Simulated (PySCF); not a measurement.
**C₇H₁₂O₂: calculation and literature**

Geometry (Å), atoms numbered from 1 in this order:
```xyz
21

C     3.5471   -0.2693    0.2304
C     2.2434    0.4219    0.5384
O     2.1437    1.4681    1.1233
O     1.2113   -0.2913    0.0817
C    -0.1094    0.2075    0.2930
C    -0.7983    0.5703   -1.0223
C    -2.2737    0.5916   -0.6346
C    -2.4319   -0.5311    0.4070
C    -1.0127   -0.8791    0.8839
H     4.2383    0.4466   -0.2059
H     3.9802   -0.6317    1.1603
H     3.3823   -1.1012   -0.4462
H    -0.0494    1.0813    0.9512
H    -0.4504    1.5190   -1.4271
H    -0.5969   -0.2181   -1.7492
H    -2.9240    0.4459   -1.4953
H    -2.5177    1.5554   -0.1864
H    -2.9103   -1.4050   -0.0335
H    -3.0535   -0.1994    1.2375
H    -0.6914   -1.8395    0.4794
H    -0.9356   -0.9249    1.9687
```

[PySCF 2.14: coordinates at the GFN2-xTB level; GIAO PBE0/pcSseg-1 shieldings; relativity neglected; one conformer; isolated molecule; equivalent nuclei averaged]

Reference values: measured (solution, not stated per compound (mostly CDCl3 or CCl4); Pretsch, Buehlmann, Badertscher, Structure Determination of Organic Compounds, 4th ed. (2009)).
```
atoms  quantity  reference  computed  computed, scaled
   C5     δ ¹³C       77.7      75.6              71.5
C6/C9     δ ¹³C       33.8      34.4              31.3
C7/C8     δ ¹³C       24.9      23.9              21.2
```

Computed shifts are σ(ref) − σ with the named reference compound (TMS for H and C) calculated as an isolated molecule at the same level. The measured values may be among those fitted. Expected solution values come from regression of measured δ (H and C: mostly CDCl3, vs TMS) on computed σ: ¹³C (scatter 2.1 ppm rms, 2.3 ppm with the 13 outliers that the fit left out). Occasional misses reach two or three times the rms, and more in compound classes unlike the fitted ones.

Problem. How far are the unscaled ¹³C shifts from the references?

Solution. Mean signed difference -0.83 ppm, mean absolute 1.23 ppm over 3 comparisons; the largest is -2.1 ppm at C5 (sp3 CH bonded to O).
